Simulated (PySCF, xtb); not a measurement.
diethyl sulfide (C4H10S), SMILES CCSCC.

xtb 6.7.1 with GFN2-xTB at its own geometry gives an orbital gap of 4.28 eV and a dipole moment of 2.40 D.

The structure is a stationary point at PBE0-D3(BJ)/def2-SVP. One conformer was computed; it need not be the lowest.

Problem. What does CAM-B3LYP/def2-TZVP run with PySCF give? (The exact figures need the calculation; the answer reports its results.)

Solution. gap 9.34 eV (levels -7.55 and 1.79 eV), dipole 1.60 D.
